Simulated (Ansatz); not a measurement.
C$_{4}$H$_{12}$GeO$_{3}$Se, SMILES `C[O][Ge]([O]C)([O]C)[Se]C` at its PBE0-D4/def2-TZVP geometry, where that method's forces vanish. Total charge 0; spin multiplicity 1.

```xyz
21

C    -1.7963    2.0181   -0.2086
O    -1.5417    0.6403   -0.0326
Ge    0.1223    0.0676   -0.1099
O     0.8450    0.3798   -1.6904
C     0.1966   -0.1226   -2.8427
O    -0.1113   -1.6562    0.1674
C     1.0194   -2.5021    0.1837
Se    1.5383    1.0822    1.4265
C     0.4647    0.5438    2.9780
H    -2.8548    2.1869   -0.0014
H    -1.5862    2.3438   -1.2338
H    -1.2037    2.6380    0.4749
H     0.1146   -1.2150   -2.8225
H     0.7948    0.1648   -3.7096
H    -0.8098    0.2943   -2.9600
H     1.7817   -2.1583    0.8932
H     0.6838   -3.4953    0.4885
H     1.4845   -2.5803   -0.8056
H     0.4055   -0.5403    3.0377
H    -0.5311    0.9762    2.9160
H     0.9838    0.9344    3.8513
```

Problem. What forces (eV/Å) does PBE-D4/def2-TZVPP give on these atoms in Ansatz 0.2.0? (Best estimate.)

Solution. The calculation gave: 
```
C1  -0.013  0.233 -0.036
O2  -0.585 -0.345  0.113
Ge3  0.257  0.183  0.253
O4   0.572  0.338 -0.190
C5  -0.127 -0.093 -0.168
O6  -0.576 -0.359  0.114
C7   0.205 -0.117 -0.006
Se8  0.418  0.258 -0.029
C9  -0.070 -0.039  0.056
H10 -0.229  0.041  0.043
H11  0.038  0.099 -0.221
H12  0.121  0.157  0.141
H13 -0.030 -0.243 -0.024
H14  0.124  0.059 -0.192
H15 -0.227  0.078 -0.053
H16  0.183  0.057  0.150
H17 -0.068 -0.217  0.065
H18  0.123 -0.036 -0.209
H19 -0.019 -0.214  0.023
H20 -0.200  0.080 -0.001
H21  0.104  0.078  0.171
```
